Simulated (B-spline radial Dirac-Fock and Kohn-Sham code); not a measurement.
## X-ray scattering factor of Pt⁴⁺

System: platinum as Pt⁴⁺, [Xe] 4f14 5d6.

Input file task.json (cfg lists n, l and occupation; rrms is the nuclear radius in fm):

```json
{"items": [{
  "Z": 78,
  "q": 4,
  "cfg": [[1, 0, 2], [2, 0, 2], [2, 1, 6], [3, 0, 2], [3, 1, 6], [3, 2, 10], [4, 0, 2], [4, 1, 6], [4, 2, 10], [4, 3, 14], [5, 0, 2], [5, 1, 6], [5, 2, 6]],
  "A": 195,
  "rrms": 5.427,
  "do": ["scatter"],
  "s": [0.0, 0.05, 0.1, 0.15, 0.2, 0.25, 0.3, 0.35, 0.4, 0.45, 0.5, 0.6, 0.7, 0.8, 0.9, 1.0, 1.1, 1.2, 1.4, 1.6, 1.8, 2.0, 2.5, 3.0, 3.5, 4.0, 5.0, 6.0],
  "pz": [0, 0.1, 0.14, 0.21, 0.3, 0.44, 0.63, 0.91, 1.3, 1.9, 2.8, 4.0, 5.8, 8.3, 12.0, 17.0, 25.0, 36.0, 53.0, 76.0, 110.0],
  "hv_scatter": [1000, 2000, 5000, 8047.8, 17479.3, 30000, 50000, 1000000]
}]}
```

Command: `python xray_run.py task.json out`

Method: Dirac-Fock orbitals of the configuration average with a finite nucleus. Computed with a radial atomic solver. f₀ is the Fourier transform of the spherical electron density, S the Waller-Hartree incoherent function, and s = sin θ/λ.

| s (Å⁻¹) | f₀ | S | tabulated f₀ |
| --- | --- | --- | --- |
| 0 | 74.000 | 0.000 | 73.996 |
| 0.05 | 73.393 | 0.607 | 73.386 |
| 0.1 | 71.657 | 2.239 | 71.642 |
| 0.15 | 69.025 | 4.463 | 68.999 |
| 0.2 | 65.803 | 6.873 | 65.766 |
| 0.25 | 62.292 | 9.245 | 62.252 |
| 0.3 | 58.738 | 11.523 | 58.702 |
| 0.35 | 55.307 | 13.720 | 55.279 |
| 0.4 | 52.090 | 15.854 | 52.068 |
| 0.45 | 49.122 | 17.924 | 49.100 |
| 0.5 | 46.403 | 19.915 | 46.373 |
| 0.6 | 41.620 | 23.583 | 41.566 |
| 0.7 | 37.524 | 26.773 | 37.462 |
| 0.8 | 33.933 | 29.535 | 33.888 |
| 0.9 | 30.745 | 31.985 | 30.723 |
| 1 | 27.916 | 34.223 | 27.914 |
| 1.1 | 25.430 | 36.308 | 25.441 |
| 1.2 | 23.279 | 38.268 | 23.299 |
| 1.4 | 19.904 | 41.875 | 19.939 |
| 1.6 | 17.546 | 45.132 | 17.584 |
| 1.8 | 15.875 | 48.054 | 15.900 |
| 2 | 14.593 | 50.623 | 14.593 |
| 2.5 | 11.965 | 55.548 | 11.929 |
| 3 | 9.597 | 58.906 | 9.618 |
| 3.5 | 7.674 | 61.373 | 7.733 |
| 4 | 6.337 | 63.304 | 6.339 |
| 5 | 4.933 | 66.149 | 4.798 |
| 6 | 4.177 | 68.108 | 4.265 |

Tabulated f₀: the analytical fit of Waasmaier and Kirfel, Acta Cryst. A51, 416 (1995). These are calculations too.

f₀ starts at the number of electrons, 74, and has fallen to half at s ≈ 0.71 Å⁻¹. The sum of ⟨r²⟩ over the electrons is 33.37 bohr².
